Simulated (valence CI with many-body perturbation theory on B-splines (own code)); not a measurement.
# Ag¹⁶⁺: key properties

Calculated by valence CI with perturbative core correlation (CI+MBPT): three valence electrons over a frozen Dirac-Fock core [Ar] 3d10, radial functions for each j: 9 s, 9 p, 8 d, 6 f, 3 g, 1 h, with the one-electron correlation potential Σ1 (screened to all orders), the two-electron term Σ2, the three-electron term Σ3, Breit, model QED; selected single and double excitations, second order for the rest, scaled by the run's own slope (own B-spline code, finite nucleus).

No measured spectrum was set against this ion. As an estimate, levels hold to about 250 cm⁻¹ or 0.2 % of their energy and the worst to 1 %, as in measured heavy ions of charge 2 to 7; those with d or f electrons hold less well.

Names give the largest LS component (configuration and term), which can be under half, so a name can repeat, a term be missing and a line seem to break the LS rules; names also repeat where a configuration has a term twice.

Rates and lifetimes use the calculated energies. Strong lines usually hold to 10 to 20 %, long lifetimes can be off by a factor of two.

Problem. What is the ground level?

Solution. 4s2 4p 2P°_1/2, composition 98 % 4s2 4p 2P°, g = 0.664.

Problem. Where does the other parity begin?

Solution. At 4s 4p2 4P_1/2, 34.50 eV.

Problem. How is the term 2P° of the ground level split?

Solution. J = 1/2 at 0.00, J = 3/2 at 7.48 eV.

Problem. What is the ionisation energy?

Solution. 409.29 eV; NIST lists 408.43 ± 0.16 eV (semi-empirical).

Problem. Among levels below 120.50 eV, which E1 lines absorb most strongly from the ground level?

Solution. to 4s2 4d 2D_3/2 at 16.65 nm, f = 0.924; to 4s 4p2 2P_1/2 at 24.08 nm, f = 0.466; to 4s 4p2 2D_3/2 at 26.30 nm, f = 0.275.

Problem. Name the longest-lived excited levels whose lifetime is computed, and their main decay.

Solution. 4s2 4p 2P°_3/2 at 7.48 eV lives 503 μs, mostly by M1 to 4s2 4p 2P°_1/2. The lifetime of 4s 4p 4d 4F°_9/2 is too uncertain to give, and may be longer.

Problem. How well does LS coupling describe the low levels?

Solution. Among the lowest 20 levels the leading LS term, summed over configurations, holds 83 % on average. For single configurations the figures are 79 % in LS and 81 % in jj coupling. Terms mix most in the J = 3/2 level at 85.69 eV, where the leading one holds 35 %.
